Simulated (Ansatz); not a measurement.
`CO[SiH](F)O[SiH2]F` + `CN([SiH3])[SiH2]Cl` → `CN([SiH2]F)[SiH2]Cl` + `CO[SiH](F)O[SiH3]`  (redistribution)

Isolated molecules relaxed with PBE0-D4/def2-TZVP in Ansatz; ΔE leaves out vibrations. CBS: MP2 limit from def2 TZ/QZ plus the TZ coupled-cluster correction, frozen cores. Functionals use def2-TZVPP. One conformer a species, not always the lowest.

`CO[SiH](F)O[SiH2]F`:

```xyz
13

C    -0.383   -1.651    1.198
O     0.062   -1.590   -0.142
Si    1.115   -0.528   -0.752
F     1.207   -0.850   -2.298
O     0.614    1.006   -0.569
Si   -0.586    2.095   -0.540
F    -1.608    1.697    0.619
H    -1.002   -2.542    1.305
H     0.458   -1.727    1.895
H    -0.981   -0.773    1.455
H     2.456   -0.641   -0.160
H    -0.016    3.414   -0.201
H    -1.336    2.089   -1.812
```

`CN([SiH3])[SiH2]Cl`:

Z-matrix (Å, degrees):
```
C
N 1 1.464
H 1 1.095 2 112.1
H 1 1.094 2 110.6 3 -120.8
H 1 1.093 2 110.7 3 120.4
Si 2 1.734 1 116.3 3 75.9
Si 2 1.707 1 118.2 3 -93.4
H 6 1.483 2 108.2 1 179.5
H 6 1.488 2 109.2 1 59.1
H 6 1.489 2 111.6 1 -59.7
Cl 7 2.067 2 112.8 1 72.3
H 7 1.477 2 109.2 1 -168.7
H 7 1.481 2 109.3 1 -44.4
```

`CN([SiH2]F)[SiH2]Cl`:

Z-matrix (Å, degrees):
```
C
N 1 1.468
H 1 1.094 2 111.6
H 1 1.093 2 110.9 3 -121.1
H 1 1.093 2 110.5 3 120.0
Si 2 1.711 1 118.9 3 -106.4
Si 2 1.717 1 117.2 3 71.8
F 6 1.601 2 111.9 1 77.7
H 6 1.477 2 108.8 1 -163.8
H 6 1.480 2 109.3 1 -38.7
Cl 7 2.061 2 110.8 1 68.1
H 7 1.477 2 108.7 1 -172.7
H 7 1.481 2 110.7 1 -48.5
```

`CO[SiH](F)O[SiH3]`:

```xyz
13

C    -0.590    1.366   -1.905
O    -0.121    0.740   -0.730
Si   -0.996   -0.219    0.241
F    -1.595   -1.424   -0.609
O    -0.018   -0.797    1.379
Si    1.547   -1.117    1.765
H    -1.466    1.992   -1.703
H     0.208    2.002   -2.290
H    -0.852    0.627   -2.668
H    -2.141    0.478    0.849
H     1.543   -1.972    2.975
H     2.264    0.151    2.049
H     2.218   -1.828    0.648
```

| level | ΔE (kJ/mol) |
| --- | --- |
| PBE-D4 | 2.8 |
| ωB97X-V | 1.5 |
| r2SCAN | 2.1 |
| CCSD/def2-TZVPP | 2.0 |

What does CCSD(T)/CBS give? (Estimate.)

Ansatz gave: +2.1 kJ/mol. The listed levels differ from it by 0.7, -0.6, 0.0, -0.1 kJ/mol.

Largest T1 diagnostic among the species: 0.012.
